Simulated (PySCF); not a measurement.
C₆H₈F₃P.
Numbering: `[CH3:1][C:2]1=[CH:3][CH2:4][P:5]([C:6]([F:7])([F:8])[F:9])[CH2:10]1` (hydrogens: H11, H12, H13 on C1; H14 on C3; H15, H16 on C4; H17, H18 on C10)

All values: PBE0/pcSseg-1 (PySCF, non-relativistic), on one gas-phase PBE0-D3(BJ)/def2-SVP geometry that isn't relaxed in the solvent. The solvent is an IEF-PCM continuum (van der Waals radii × 1.2). Specific hydrogen bonds and non-electrostatic terms are outside this model.

| run | E − E(gas) (kcal/mol) | HOMO (eV) | HOMO–LUMO gap (eV) | dipole (D) |
| --- | --- | --- | --- | --- |
| gas | 0.00 | -7.12 | 7.35 | 2.72 |
| P | -1.49 | -7.01 | 7.35 | 2.98 |
| Q | -3.59 | -6.91 | 7.36 | 3.31 |

The runs were made in acetone and cyclohexane. Which run belongs to which solvent?

P = cyclohexane, Q = acetone. The dielectric constants are 2.017 (cyclohexane), 20.49 (acetone), and the energy falls further as ε rises. In this model the ground state sees the solvent through ε alone.

How constant is the ratio of the lowering to (ε − 1)/(2ε + 1)?

```tsv
solvent	(ε − 1)/(2ε + 1)	E − E(gas) (kcal/mol)	ratio (kcal/mol)	polarisation term (kcal/mol)
cyclohexane	0.202	-1.49	-7.4	-1.56
acetone	0.464	-3.59	-7.7	-4.01
```

The ratio changes by +4.7 % in size from cyclohexane to acetone. The polarisation term is half the interaction of the solute with the induced surface charges.

On one thread, Arm Neoverse V2 (aarch64), shared host, this took 48 s and 1.1 GiB of memory at its peak. This is the whole shielding run at PBE0/pcSseg-1 in acetone, SCF included.
